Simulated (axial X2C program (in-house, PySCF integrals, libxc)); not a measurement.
Spectroscopic constants of TaN

Computed with an in-house relativistic program for diatomic molecules. Spin-free means the one-electron spin-free X2C Hamiltonian; two-component (2c) means X2C with spin–orbit coupling and atomic mean-field two-electron Coulomb and Gaunt terms, so the difference of the two also holds small scalar two-electron terms. Basis: Ta dyall-cv3z [13s14p9d7f4g], N dyall-av3z [7s7p3d2f] (cores contracted in-house); Gaussian nuclei, density fitting, unrestricted open shells. Masses: Ta 180.948 u, N 14.003 u.

State, spin-free: M_S = 0, Λ = 0 (closed shell); electrons by block: σα: 16, σβ: 16, π+α: 8, π+β: 8, π-α: 8, π-β: 8, δ+α: 3, δ+β: 3, δ-α: 3, δ-β: 3, φ+α: 1, φ+β: 1, φ-α: 1, φ-β: 1. Fragments: Ta + N.

State, 2c: Ω = 0 (closed shell); electrons by block: 1/2: 24, -1/2: 24, 3/2: 11, -3/2: 11, 5/2: 4, -5/2: 4, 7/2: 1, -7/2: 1. Fragments: Ta + N.

| Hamiltonian | level | Re (Å) | ωe (cm⁻¹) | αe (cm⁻¹) | De (eV) | k (mdyn/Å) | μ (D) |
| --- | --- | --- | --- | --- | --- | --- | --- |
| spin-free | PBE0 | 1.661 | 1162.3 | 0.00187 | 6.45 | 10.3 | -3.51 |
| spin-free | HF | 1.636 | 1239.8 | 0.00163 | 1.28 | 11.8 | -3.86 |
| spin-free | MP2 | 1.719 | 995.9 | 0.00245 | 7.44 | 7.59 | n/a |
| spin-free | CCSD | 1.679 | 1123.5 | 0.00191 | 5.83 | 9.67 | n/a |
| spin-free | CCSD(T) | 1.697 | 1068.9 | 0.00203 | 6.38 | 8.75 | n/a |
| spin-free | B3LYP | 1.673 | 1132.5 | 0.00191 | 6.61 | 9.82 | -3.57 |
| 2c | PBE0 | 1.660 | 1160.5 | 0.0019 | n/a | 10.3 | -3.48 |
| 2c | B3LYP | 1.672 | 1130.0 | 0.00194 | n/a | 9.78 | -3.54 |

Correlated methods: 10 electrons correlated (number of frozen shells: Ta 5 s, 4 p, 2 d, 1 f; N 1 s), 316 virtual spin orbitals or spinors in MP2, 90 natural virtuals in coupled cluster.

Dipoles are positive if N is the positive end.

The state is one determinant whose occupation by symmetry is held fixed; it was picked as the lowest of a PBE0 search that is not exhaustive. Closed shells are restricted here (equal orbitals for both partners); the stretched side of such a curve lies too high. Dissociation energies refer to the lowest single-determinant-based atoms at the same level and basis. De is not given where an atomic determinant may have missed its ground term or J level, or where the truncated virtual space spoils (T). CCSD and (T) use frozen natural virtuals with an MP2 correction for the truncation; (T) itself is uncorrected, so its De runs slightly low. Other states lie close and PBE0, whose exact exchange favours high spin, may order them wrongly; the determinant shown need not be the ground state. The nearest other spin-free determinant of the search, M_S = 1, Λ = 2, lies 0.25 eV up at the distance of the search. Without a current term, density functionals place determinants with orbital angular momentum somewhat too high. The outer-core s and p shells of the metal are frozen in the correlated rows, which leaves out core–valence correlation; for alkali and alkaline-earth bonds that tends to lengthen them. The T1 diagnostic is large, a sign of multireference character. With the outer-core shells frozen, correlated bond lengths of heavy atoms tend to come out a few hundredths of an ångström too long.

No reliable constants came from CCSD (2c), CCSD(T) (2c), HF (2c), MP2 (2c): no minimum in range, unconverged points, a curve that is not smooth, a change of character along it, or the two Hamiltonians disagreeing along it.

Rough cost a point (2c) on 1 thread(s) of a shared host, integrals apart: PBE0 0.9 s, B3LYP 0.9 s.

The whole task took 3.9 min on 1 thread of Arm Neoverse V1, with other jobs on the host.
